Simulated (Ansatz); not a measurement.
Basis-set extrapolation for CH₈N₂SSi, SMILES `C[Si](N)(N)S` (PBE0-D4/def2-TZVP geometry, frozen core, the Gaussian-basis code of Ansatz). Multiplicity 1, RHF reference.

```
                      def2-TZVPP   def2-QZVPP
                 HF  -838.100214  -838.128522
    MP2 correlation    -0.909810    -0.978100
CCSD(T) correlation    -1.000622      not run
```

Energies in hartree. Use E(X) = E(∞) + A·exp(−7.88·√X) for Hartree–Fock and E(X) = E(∞) + B·X^(−2.97) for correlation, with X = 3 and 4, and add CCSD(T) minus MP2 of the smaller set to the MP2 limit.

Task: What is the CCSD(T) energy at the basis-set limit?

Result: HF limit: -838.128522 + (-0.028308) × 0.13774 = -838.13242. MP2 limit: -0.978100 + (-0.068290) × 0.74074 = -1.02869. Higher-order term: -1.000622 − (-0.909810) = -0.09081. Total: -839.25192 hartree, 396.7 kJ/mol below CCSD(T)/def2-TZVPP.
